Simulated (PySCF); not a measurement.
Molecule: SMILES C[O+](C)[AlH2-][O][SiH3], C$_{2}$H$_{11}$AlO$_{2}$Si.

Bonds (- single, = double, # triple, : aromatic): C1-O2, O2-C3, O2-Al4, Al4-O5, O5-Si6. C1 carries H7, H8, H9; C3 carries H10, H11, H12; Al4 carries H13, H14; Si6 carries H15, H16, H17. Formal charges: O2 +1, Al4 -1.

Geometry PBE0-D3(BJ)/def2-SVP throughout; GIAO in PySCF 2.14.0 with density-fitted response routines, gas phase, one conformer, non-relativistic; equivalent atoms averaged; basis pcSseg-1.

For orientation, WP04 gives these absolute shieldings σ: C1/C3 111.5, O5 304.6, O2 310.4, Al4 461.3, Si6 396.9, H15/H16/H17 27.29, H7/H8/H9/H10/H11/H12 27.99, H13/H14 28.63 ppm.

A run gave: C1/C3 123.7, O5 299.1, O2 313.8, Al4 458.5, Si6 417.4, H15/H16/H17 26.22, H7/H8/H9/H10/H11/H12 27.71, H13/H14 27.55 ppm (absolute shieldings σ).

Which functional was used in that run?
A. OPBE
B. B3LYP
C. KT3
D. B97-2
E. BP86

## Answers

C. Si6 tells them apart best: KT3 gives 417.4, B97-2 gives 407.7, B3LYP gives 393.6, OPBE gives 407.0, BP86 gives 384.6 ppm.
